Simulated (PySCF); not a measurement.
C5H9F3O.
Geometry (PBE0-D3(BJ)/def2-SVP, Å), atoms numbered from 1 in this order:
```
atom  x, y, z in Å
C1    -1.7316   -0.1569    1.4057
C2    -0.6511    0.2721    0.4322
C3    -1.1610    1.2142   -0.6420
O4    -0.1336   -0.9035   -0.1921
C5     1.2176   -1.1491   -0.0666
C6     2.0861   -0.2947   -0.9742
F7     1.6645   -0.3230   -2.2351
F8     2.1068    0.9902   -0.5892
F9     3.3459   -0.7390   -0.9449
H10   -2.1787    0.7144    1.9074
H11   -2.5272   -0.6976    0.8707
H12   -1.3201   -0.8274    2.1746
H13    0.1626    0.7705    0.9902
H14   -1.9374    0.7129   -1.2400
H15   -1.5974    2.1201   -0.1950
H16   -0.3494    1.5181   -1.3171
H17    1.5964   -1.0149    0.9658
H18    1.4003   -2.1951   -0.3576
```

Hirshfeld charges (e) from the PBE0/pcSseg-1 density (PySCF), one withheld:

```tsv
atom	bonded to	charge
C1	C2 H10 H11 H12	-0.1232
C2	C1 C3 O4 H13	+0.0479
C3	C2 H14 H15 H16	-0.1274
O4	C2 C5	-0.1326
C5	O4 C6 H17 H18	-0.0224
C6	C5 F7 F8 F9	+0.2520
F7	C6	?
F8	C6	-0.0826
F9	C6	-0.0924
H10	C1	+0.0447
H11	C1	+0.0420
H12	C1	+0.0395
H13	C2	+0.0272
H14	C3	+0.0410
H15	C3	+0.0440
H16	C3	+0.0302
H17	C5	+0.0428
H18	C5	+0.0552
```

What is the charge on F7?

The charges add up to the total charge, 0. The others sum to +0.0859, which leaves -0.0859 e for F7 (fluorine of a CF3 group); the computed value is -0.0868, the difference coming from rounding and the integration grid.

Add each hydrogen's charge to the atom that carries it.

C1 +0.0030, C2 +0.0751, C3 -0.0122, C5 +0.0756. Atoms without hydrogen keep their charges.

Across which bond do the charges differ most?

C6–F9: +0.2520 on C6 against -0.0924 on F9, a difference of 0.3444 e. The lower charge is on the more electronegative element of the two (Pauling values: F 3.98, C 2.55).

Take the bonds between elements whose Pauling electronegativities differ by more than 0.25. In how many does the more electronegative atom carry the lower charge?

In 13 of 14; it doesn't in C2–H13.

How much positive and how much negative charge does this set hold in all?

+0.6665 e on 11 atoms and -0.6674 e on 7.

The Hirshfeld scheme divides the density at each point in proportion to the densities of the neutral, spherically averaged free atoms. Geometry: PBE0-D3(BJ)/def2-SVP, one conformer, isolated molecule.

These values come from a run that also computed NMR shieldings. Hardware: one thread, Arm Neoverse V2, on a shared host. Cost: 32 s of wall time.
